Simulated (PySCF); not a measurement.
Gas-phase reaction: 2 Si2O(OH)6 = 3 Si(OH)4 + SiO2

Computed with PySCF and rigid-rotor harmonic-oscillator thermochemistry at 1 bar. † marks an energy on the PBE0/def2-TZVP geometry and frequencies; other levels use their own. MP2 and CCSD(T) freeze the core. All species are closed-shell singlets. No R ln 2 is added for the mirror-image form of Si2O(OH)6. Si2O(OH)6: computed as isolated molecules; such fragments, hydroxides, amides, oligomers or adducts are transient or little studied in the gas. MP2 isn't extrapolated to the basis-set limit; its ΔH°(298 K) is 619.2 kJ in def2-SVP and 615.5 kJ in def2-TZVPP. CCSD(T) isn't extrapolated to the basis-set limit. The harmonic model lacks anharmonicity and excited electronic states, which grow with temperature; levels with a mode under 35 cm⁻¹ are left out. Internal rotation in Si2O(OH)6, Si(OH)4 is treated as a harmonic vibration of one conformer, which makes the entropy rough. Warning, large T1 diagnostic: SiO2 (CCSD(T)/def2-SVP†).

```json
[
 {"level": "BLYP/def2-TZVP†", "ΔE electronic, kJ": "528", "ΔH°(298 K), kJ": "513", "ΔS°(298 K), J/K": "316", "ΔG°(600 K), kJ": "325"},
 {"level": "CCSD(T)/def2-SVP†", "ΔE electronic, kJ": "640", "ΔH°(298 K), kJ": "625", "ΔS°(298 K), J/K": "316", "ΔG°(600 K), kJ": "437"},
 {"level": "MP2/def2-TZVPP†", "ΔE electronic, kJ": "631", "ΔH°(298 K), kJ": "616", "ΔS°(298 K), J/K": "316", "ΔG°(600 K), kJ": "428"},
 {"level": "PBE0/def2-SVP†", "ΔE electronic, kJ": "662", "ΔH°(298 K), kJ": "647", "ΔS°(298 K), J/K": "316", "ΔG°(600 K), kJ": "460"},
 {"level": "PBE0/def2-TZVP", "ΔE electronic, kJ": "637", "ΔH°(298 K), kJ": "622", "ΔS°(298 K), J/K": "316", "ΔG°(600 K), kJ": "434"},
 {"level": "r2SCAN/def2-TZVP†", "ΔE electronic, kJ": "644", "ΔH°(298 K), kJ": "629", "ΔS°(298 K), J/K": "316", "ΔG°(600 K), kJ": "441"},
 {"level": "ωB97M-V/def2-TZVP†", "ΔE electronic, kJ": "663", "ΔH°(298 K), kJ": "648", "ΔS°(298 K), J/K": "316", "ΔG°(600 K), kJ": "460"}
]
```
ΔH° is lowest at BLYP/def2-TZVP† and highest at ωB97M-V/def2-TZVP†. No reference value is set beside these.
